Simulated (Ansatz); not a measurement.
Energy needed to pull apart CH$_{5}$Sb (SMILES [CH3][SbH2]), singlet, into free ground-state atoms, from the structure below (displaced at random from a GFN2-xTB minimum); no zero-point or spin–orbit terms; open-shell atoms are treated unrestricted, in their ground-state multiplicity.

```
atom    x (Å)    y (Å)    z (Å)
  C1  -0.5701  -0.4267  -0.3674
 Sb2   0.6626   0.1533   1.1688
  H3  -0.4570  -1.4824  -0.5558
  H4  -1.6853  -0.2724  -0.1010
  H5  -0.4765   0.1302  -1.2793
  H6   0.4147   1.7198   0.9412
  H7   2.0084   0.1724   0.2090
```

Program: Ansatz 0.2.0. Basis: def2-TZVPP. Cores are frozen in the correlated methods. Filled d shells of the heavier atoms are correlated. Core potentials replace the inner electrons of the atoms past krypton. The def2 sets are not built for correlating such inner shells, so the correlated values are less sure here.

```tsv
method	atomization energy (eV)
PBE-D4	21.28
revPBE-D4	20.87
r2SCAN-D4	21.09
PBE0-D4	?
r2SCAN0-D4	20.89
wB97M-V	21.20
HF	?
MP2	20.42
CCSD	20.50
CCSD(T)	20.75
```

Task: What does HF give? (Judge from chemistry; the value comes from the calculation.)

Result: The calculation gives: 15.06 eV, which is about 5.69 eV less than CCSD(T)/def2-TZVPP.

Task: What does PBE0-D4 give? (To be estimated.)

Result: By the calculation: 21.05 eV, which is about 0.30 eV more than CCSD(T)/def2-TZVPP.

In triple zeta the MP2 and coupled-cluster atomization energies are still short of their basis limit by a few kcal/mol a bond, whereas those of the functionals are nearly converged, so these differences are not deviations from converged CCSD(T).

No T1 diagnostic of these runs exceeds 0.013.

For scale, one of the runs: CCSD(T)/def2-TZVPP forces, 151 basis functions (an equivalent command: `ansatz run in.yaml --threads 4`). The run took 82 s on 4 CPU threads (shared host), with 2.1 GiB of host memory at its peak.
